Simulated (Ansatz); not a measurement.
Species: sum formula SiN2H5 (charge 0, doublet). It need not be the lowest isomer of its formula. SMILES: [NH][SiH2]N
Coordinates optimised at B3LYP-D3(BJ)/def2-TZVP (Ansatz, a program for electronic structure):
```
Si
N 1 1.7097
H 2 1.0080 1 120.61
H 2 1.0080 3 110.97 1 -149.36
N 1 1.7536 2 115.11 3 -73.22
H 5 1.0242 1 113.21 2 180.00
H 1 1.4853 2 107.58 3 167.05
H 1 1.4853 7 111.73 2 117.87
```
Charge 0, spin multiplicity 2.

Property: atomisation energy (electronic, to ground-state atoms), in kcal/mol. Cores are frozen in the correlated levels unless marked. UHF or UKS for open shells. Spin-orbit coupling is left out. Non-relativistic. The coupled-cluster limit lacks core correlation, which all-electron functionals hold. CBS marks a two-point X^-3 extrapolation of the correlation energy; Hartree-Fock from the larger set. The bracket is a focal-point correction in the basis named.

```
level                                                                 program  atomisation energy (kcal/mol)  minus last row
-------------------------------------------------------------  --------------  -----------------------------  --------------
HF/def2-TZVPP                                                          Ansatz                          410.9          -188.0
B3LYP-D4/def2-TZVPD                                            Ansatz + dftd4                          604.4             5.5
HSE06-D3(BJ)/def2-TZVPD                                        Ansatz + dftd3                          594.6            -4.3
SCS-MP2/6-31G*                                                         Ansatz                          510.9           -88.0
CCSD/CBS(cc-pV(T+d)Z,cc-pV(Q+d)Z)                                      Ansatz                          589.7            -9.2
CCSD(T)/cc-pV(T+d)Z                                                    Ansatz                          575.9           -23.0
RI-MP2/CBS(cc-pV(T+d)Z,cc-pV(Q+d)Z)+[CCSD(T)-MP2]/cc-pV(D+d)Z          Ansatz                          598.6            -0.3
RI-MP2/CBS(def2-TZVPP,def2-QZVPP)+[CCSD(T)-MP2]/def2-TZVPP             Ansatz                          598.4            -0.5
CCSD(T)/CBS(def2-TZVPP,def2-QZVPP)                                     Ansatz                          598.4            -0.5
CCSD(T)/CBS(aug-cc-pV(T+d)Z,aug-cc-pV(Q+d)Z)                           Ansatz                          598.9             0.0
```
